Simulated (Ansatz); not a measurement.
Reaction (cleavage of the Al–Si bond): `C=[N][AlH][SiH2]Br` + H₂S → `C=[N][AlH][SH]` + `[SiH3]Br`

Gas-phase electronic energies from Ansatz, PBE0-D4/def2-TZVP geometries. CCSD(T)/CBS adds triple-zeta CCSD(T) − MP2 to the extrapolated MP2 energy (def2 sets, frozen cores). This one scheme is used for every species. For Br outer-core shells are correlated without core-valence functions, which leaves a few kJ/mol of doubt a bond. Scalar relativity is left out up to krypton. One conformer a species, not always the lowest.

`C=[N][AlH][SiH2]Br`:

Cartesian coordinates in Å:
```
C -2.067 1.044 -0.776
N -0.836 0.988 -0.616
Al 0.874 0.806 -0.338
Si 1.453 -1.268 0.832
Br -0.432 -2.416 1.232
H -2.564 0.636 -1.669
H -2.737 1.508 -0.037
H 1.861 1.936 -0.837
H 2.342 -2.176 0.056
H 2.106 -1.058 2.153
```

H₂S:

```xyz
3

S    -0.354    0.127   -0.492
H    -0.586    0.060    0.827
H     0.940   -0.187   -0.335
```

`C=[N][AlH][SH]`:

```xyz
8

C     0.549   -0.099    1.935
N     0.157   -0.176    0.759
Al   -0.401   -0.289   -0.888
S    -0.025    1.433   -2.177
H    -0.081    0.303    2.744
H     1.553   -0.427    2.248
H    -1.137   -1.586   -1.392
H    -0.614    0.840   -3.230
```

`[SiH3]Br`:

```xyz
5

Si    0.153    0.007    0.056
Br   -1.929   -0.092   -0.706
H     0.340   -1.077    1.047
H     0.357    1.330    0.690
H     1.078   -0.169   -1.087
```

| level | ΔE (kcal/mol) |
| --- | --- |
| CCSD(T)/def2-SVP | -23.8 |
| CCSD(T)/def2-TZVPP | -24.4 |

(1) What does CCSD(T)/CBS give? (Best estimate.)

(2) What do rigid-rotor, harmonic-oscillator terms from PBE0-D4/def2-TZVP frequencies (298.15 K, 1 bar) make of the CCSD(T)/CBS value? (An estimate is asked.)

Largest T1 diagnostic among the species: 0.013.

## Answers

(1) Ansatz gave: -24.7 kcal/mol. The listed levels differ from it by 0.9, 0.3 kcal/mol.

(2) Ansatz gave: ΔZPE = +0.8 kcal/mol, ΔH = -24.6 kcal/mol, ΔS = -8 J/(mol·K), ΔG = -24.1 kcal/mol. Modes under 50 cm⁻¹ make the entropy rough.

In def2-TZVPP, CCSD(T) changes the Hartree–Fock value by +4.1 kcal/mol (the triples alone add +0.4 kcal/mol) and MP2 by +1.8 kcal/mol. The D4 term adds +1.1 kcal/mol with B3LYP and +0.7 kcal/mol with PBE0; it sums over pairs of atoms, weighted by their polarisabilities, and B3LYP, whose exchange is more repulsive, gets the larger term. At CCSD(T), def2-SVP lies +1.0 kcal/mol from the extrapolated value and def2-TZVPP +0.4 kcal/mol.

B3LYP here is the variant with VWN-RPA as its local correlation; programs differ in this.
